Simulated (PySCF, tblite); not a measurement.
Isomers of [C8H14P]+ (charge +1), one GFN2-xTB conformer each. Single-point energies are computed at PBE0/pcSseg-1 (PySCF, gas phase, no added dispersion term), electronic only.

```
                 SMILES  GFN2-xTB relative energy (kcal/mol)
 CC1=C[P+](C)(C)C(C)=C1                                  0.0
C=CC1=C(C)C[P@@H+](C)C1                                 11.4
```

Conformers: `[CH2:1]=[CH:2][C:3]1=[C:4]([CH3:5])[CH2:6][P@@H+:7]([CH3:8])[CH2:9]1` (charge +1) with C1–C2–C3–C4 173°, C3–C4–C6–P7 -14°, C4–C6–P7–C8 -99°, C6–P7–C9–C3 -19°, C2–C3–C9–P7 -167°.

Task: What does PBE0/pcSseg-1 give for the same structures?

Result: 
```csv
SMILES,PBE0/pcSseg-1 E (Eh),PBE0/pcSseg-1 (kcal/mol),GFN2-xTB (kcal/mol),point group
CC1=C[P+](C)(C)C(C)=C1,-653.82994,0.0,0.0,Cs
C=CC1=C(C)C[P@@H+](C)C1,-653.80828,13.6,11.4,C1
```

Both levels put the same isomer lowest. 

Task: Which frontier levels and rotational constants go with these structures?

Result: 
```json
{"SMILES": "CC1=C[P+](C)(C)C(C)=C1", "HOMO (eV, PBE0/pcSseg-1)": "-11.14", "LUMO (eV)": "-6.14", "A, B, C (MHz)": "1897, 1136, 901.5"}
{"SMILES": "C=CC1=C(C)C[P@@H+](C)C1", "HOMO (eV, PBE0/pcSseg-1)": "-10.37", "LUMO (eV)": "-4.63", "A, B, C (MHz)": "1898, 1072, 776.6"}
```

Task: What happens when harmonic zero-point energies from GFN2-xTB frequencies are added?

Result: 
```
                 SMILES  ZPE (kcal/mol)  electronic (kcal/mol)  with ZPE (kcal/mol)
 CC1=C[P+](C)(C)C(C)=C1           120.5                    0.0                  0.0
C=CC1=C(C)C[P@@H+](C)C1           120.0                   13.6                 13.1
```

The zero-point energies span 0.5 kcal/mol. The order is unchanged.
